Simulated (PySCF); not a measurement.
Compound: C₆H₉F₃O₃.
SMILES with atom numbers: `[CH3:1][O:2][C:3](=[O:4])[C@:5]([CH3:6])([O:7][CH3:8])[C:9]([F:10])([F:11])[F:12]` (hydrogens: H13, H14, H15 on C1; H16, H17, H18 on C6; H19, H20, H21 on C8)

Theory: PBE0-D3(BJ)/def2-SVP geometry optimisation, gas phase (PySCF 2.14.0).

(1) What internal coordinates does the optimisation give?

Results:

(1) 
| bond | length (Å) |
| --- | --- |
| C1–O2 | 1.419 |
| O2–C3 | 1.330 |
| C3=O4 | 1.199 |
| C3–C5 | 1.541 |
| C5–C6 | 1.525 |
| C5–O7 | 1.386 |
| O7–C8 | 1.411 |
| C5–C9 | 1.549 |
| C9–F10, C9–F12 | 1.330 |
| C9–F11 | 1.340 |
| C1–H13, C1–H14, C1–H15 | 1.098 |
| C6–H16, C6–H17, C6–H18 | 1.097 |
| C8–H19, C8–H20, C8–H21 | 1.100 |

Bonds in one row agree within 0.01 Å and their mean is given. A selection of angles:
| angle | degrees |
| --- | --- |
| O2–C1–H13 | 110.6 |
| O2–C1–H14 | 106.2 |
| H13–C1–H14 | 110.3 |
| C1–O2–C3 | 116.1 |
| O2–C3–O4 | 124.3 |
| O2–C3–C5 | 111.4 |
| O4–C3–C5 | 124.3 |
| C3–C5–C6 | 109.2 |
| C3–C5–O7 | 111.0 |
| C3–C5–C9 | 109.8 |
| C6–C5–O7 | 106.1 |
| C6–C5–C9 | 109.4 |
| O7–C5–C9 | 111.3 |
| C5–C6–H16 | 111.3 |
| C5–C6–H17 | 108.2 |
| C5–C6–H18 | 108.9 |
| H16–C6–H17 | 109.9 |
| H17–C6–H18 | 108.4 |
| C5–O7–C8 | 119.6 |
| O7–C8–H19 | 111.7 |
| O7–C8–H20 | 106.0 |
| H19–C8–H20 | 108.5 |
| H20–C8–H21 | 108.5 |
| C5–C9–F10 | 112.5 |
| C5–C9–F11 | 111.4 |
| C5–C9–F12 | 109.9 |
| F10–C9–F11 | 107.4 |

Dihedral angles: C1–O2–C3–O4 1° (synperiplanar); O2–C3–C5–C6 -65° (synclinal); C3–C5–O7–C8 -66° (synclinal); C3–C5–C9–F10 -75° (synclinal).

The 5 C–O bonds span 1.199 Å (C3=O4, drawn double) to 1.419 Å (C1–O2, drawn single), a spread of 0.220 Å. The C–C distances run from 1.525 Å (C5–C6, drawn single) to 1.549 Å (C5–C9, drawn single), a spread of 0.024 Å. O2 (ester single-bonded oxygen) is bent (angle 116.1°). Of the pairs four or more bonds apart, O4···H21 is among the closest relative to their van der Waals radii: 2.39 Å, 88 % of the sum of Bondi's values.

Point group: C1 (no symmetry element, even within 0.4 Å). Not checked by PBE0-D3(BJ)/def2-SVP frequencies. One conformer, not necessarily the lowest.
